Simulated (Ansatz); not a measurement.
```xyz
11

O    -1.826   -0.375   -1.650
C    -1.020   -0.473   -0.497
B     0.209    0.466   -0.483
Si    1.486    0.470    1.078
H    -2.560   -0.989   -1.570
H    -0.638   -1.502   -0.342
H    -1.591   -0.267    0.430
H     0.413    1.200   -1.406
H     1.110   -0.478    2.165
H     1.561    1.838    1.668
H     2.855    0.109    0.608
```

Charge 0, multiplicity 1.

(1) List the PBE0/def2-TZVPP orbital energies in eV (the Gaussian-basis code of Ansatz). (Best estimate.)

Answers

(1) The calculation gave: Occupied: -1802.09, -522.72, -279.28, -184.83, -144.49, -99.15, -99.15, -99.12, -28.73, -19.58, -15.31, -14.71, -13.10, -12.71, -11.07, -9.70, -9.62, -8.93, -8.27, -8.16. Lowest empty: -1.89, 0.64, 1.09, 1.43, 1.48, 1.71, 2.62, 2.99.
